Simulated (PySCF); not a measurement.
From one molecule to another.

First species: C4H9F3N2.
Atom-mapped SMILES: `[CH3:1][NH:2][N:3]([CH3:4])[CH2:5][C:6]([F:7])([F:8])[F:9]` (hydrogens: H10, H11, H12 on C1; H13 on N2; H14, H15, H16 on C4; H17, H18 on C5)

Second species: C₅H₁₄Al₂O₂.
SMILES: `C=[C](C)[AlH-]1[O+](C)[AlH2-][O+]1C`

Levels: CAM-B3LYP/def2-SVPD for dipole moment, HOMO energy, LUMO energy, HOMO–LUMO gap, static isotropic polarisability and electronic spatial extent ⟨r²⟩ about the centre of nuclear charge; TDDFT CAM-B3LYP/def2-SVPD for lowest singlet excitation; TDA CAM-B3LYP/def2-SVPD for lowest triplet excitation (Tamm–Dancoff); ΔSCF CAM-B3LYP/def2-SVPD for vertical ionisation energy; PBE0-D3(BJ)/def2-SVP for rotational constant A and rotational constant C. Geometries: PBE0-D3(BJ)/def2-SVP. Each species is one conformer at its optimised geometry, gas phase, non-relativistic unless stated; the electronic structure was computed with PySCF and density fitting.

Dipoles, sizes and rotational constants follow the conformer. The torsions of the flexible species, by atom-mapped SMILES:
- `[CH3:1][NH:2][N:3]([CH3:4])[CH2:5][C:6]([F:7])([F:8])[F:9]`: C1–N2–N3–C4 85°, N2–N3–C5–C6 136°, N3–C5–C6–F7 -60°
- `[CH2:1]=[C:2]([CH3:3])[AlH-:4]1[O+:5]([CH3:6])[AlH2-:7][O+:8]1[CH3:9]`: C1–C2–Al4–O5 137°

Task: Which of the two has the higher dipole moment, and by how much?

Result: The first: 3.32 D against 0.55 D, a difference of 2.77 D.

Task: Which of the two has the higher vertical ionisation energy, and by how much?

Result: The second: 9.31 eV against 9.04 eV, a difference of 0.27 eV.

Task: Which of the two has the higher S1 energy, and by how much?

Result: The first: 6.51 eV against 5.80 eV, a difference of 0.71 eV.

Task: Which of the two has the higher LUMO energy, and by how much?

Result: The first: 1.20 eV against 0.40 eV, a difference of 0.80 eV.

Task: Which has the higher static isotropic polarisability?

Result: The second: 119.8 au against 71.0 au, a difference of 48.8 au.

Task: Which of the two has the higher rotational constant C, and by how much?

Result: The first: 0.869 GHz against 0.708 GHz, a difference of 0.161 GHz.

Task: Which of the two has the higher T1 energy, and by how much?

Result: The first: 6.26 eV against 4.14 eV, a difference of 2.12 eV.

Task: Which of the two has the higher HOMO–LUMO gap, and by how much?

Result: The first: 9.53 eV against 8.97 eV, a difference of 0.56 eV.

On the first: The vertical singlet–triplet gap S1 − T1 is 0.25 eV (TDDFT singlet less Tamm–Dancoff triplet; S1: HOMO−1→LUMO, weight 0.60; T1: HOMO−1→LUMO, weight 0.61). The ΔSCF ionisation energy exceeds −ε(HOMO) by 0.71 eV with CAM-B3LYP.

On the second: The principal polarisabilities are 111.8, 114.5 and 133.1 au; their mean is the isotropic value. The ΔSCF ionisation energy exceeds −ε(HOMO) by 0.74 eV with CAM-B3LYP; the lowest state found was started with its hole in HOMO−1.
